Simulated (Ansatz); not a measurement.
A run for Ansatz (a program for electronic structure): U-B3LYP/def2-TZVPP on HHfO (SMILES [OH][Hf]), 2S+1 = 2, a spin state set in the input, which need not be the lowest. Elements past Kr take the def2 small-core potentials; no spin–orbit coupling.

Ansatz 0.2 input:
```yaml
crystal:
  periodic: [false, false, false]
  atoms:
    - {symbol: Hf, position_ang: [-0.99642873, -0.85868622, -0.88434090]}
    - {symbol: O, position_ang: [0.19033626, 0.17480678, 0.14977740]}
    - {symbol: H, position_ang: [0.77292375, 0.73125104, 0.66424387]}
basis:
  gaussian:
    orbitals: def2-TZVPP
hamiltonian:
  xc: {name: B3LYP}
magnetization: {spin_polarized: true, initial_magnetization: 1}
```

**Question.** Give the final energy of this run.

**Answer.** -123.8530 hartree.

**Question.** How many basis functions does it have, and what does it roughly cost on one machine?

**Answer.** 101 functions; about 8 core-seconds (a rough figure).
